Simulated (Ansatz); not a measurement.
`FC(F)C(F)(F)CC(F)(F)F`, 14 atoms. Total charge 0; spin multiplicity 1. Hardware: A = 4 threads of an AMD EPYC 7R13 on a shared host; B = 4 threads of an AMD EPYC 7R13 on a shared host and a share of an NVIDIA H100 80 GB. Correlated methods freeze the cores. Open-shell runs search over several starts.

Question: How many basis functions does each run have, and how long does it take in Ansatz? RKS ωB97M-V/def2-SVP energy [A]; UKS ωB97M-V/def2-TZVPP energy of the cation [B]; RKS ωB97M-V/def2-QZVPP energy [B]; UKS PBE0-D4/def2-TZVPP energy of the cation [B]; RKS PBE0-D4/def2-QZVPP energy [B]; UHF-MP2/def2-TZVPP energy of the cation [B]; RKS HSE06 (plane-wave form)-D4/def2-TZVPP energy [B]; RKS PBE0-D4/def2-TZVP frequencies [B]; UHF-MP2/def2-QZVPP energy of the cation [B]; UKS ωB97X-V/def2-TZVPP energy of the cation [B]; RKS BHLYP-D4/def2-TZVPP energy [B]; RKS PBE0-D4/def2-SVP energy [A]. (An estimate is asked.)

Answer: Ansatz gave: Other jobs shared the machine, so times are rough.

```json
{"level": "RKS PBE0-D4/def2-SVP", "job": "energy [A]", "functions": "169", "wall time": "3 s", "peak host memory (GiB)": "0.77"}
{"level": "RKS ωB97M-V/def2-SVP", "job": "energy [A]", "functions": "169", "wall time": "8 s", "peak host memory (GiB)": "0.83"}
{"level": "RKS PBE0-D4/def2-QZVPP", "job": "energy [B]", "functions": "717", "wall time": "11 s", "peak host memory (GiB)": "1.3"}
{"level": "UKS PBE0-D4/def2-TZVPP", "job": "energy of the cation [B]", "functions": "383", "wall time": "12 s", "peak host memory (GiB)": "0.95"}
{"level": "RKS ωB97M-V/def2-QZVPP", "job": "energy [B]", "functions": "717", "wall time": "16 s", "peak host memory (GiB)": "1.3"}
{"level": "UKS ωB97X-V/def2-TZVPP", "job": "energy of the cation [B]", "functions": "383", "wall time": "17 s", "peak host memory (GiB)": "1.1"}
{"level": "RKS HSE06 (plane-wave form)-D4/def2-TZVPP", "job": "energy [B]", "functions": "383", "wall time": "22 s", "peak host memory (GiB)": "0.91"}
{"level": "UHF-MP2/def2-TZVPP", "job": "energy of the cation [B]", "functions": "383", "wall time": "23 s", "peak host memory (GiB)": "0.92"}
{"level": "UKS ωB97M-V/def2-TZVPP", "job": "energy of the cation [B]", "functions": "383", "wall time": "28 s", "peak host memory (GiB)": "1.2"}
{"level": "UHF-MP2/def2-QZVPP", "job": "energy of the cation [B]", "functions": "717", "wall time": "32 s", "peak host memory (GiB)": "1.5"}
{"level": "RKS BHLYP-D4/def2-TZVPP", "job": "energy [B]", "functions": "383", "wall time": "38 s", "peak host memory (GiB)": "0.89"}
{"level": "RKS PBE0-D4/def2-TZVP", "job": "frequencies [B]", "functions": "359", "wall time": "3.4 min", "peak host memory (GiB)": "1"}
```
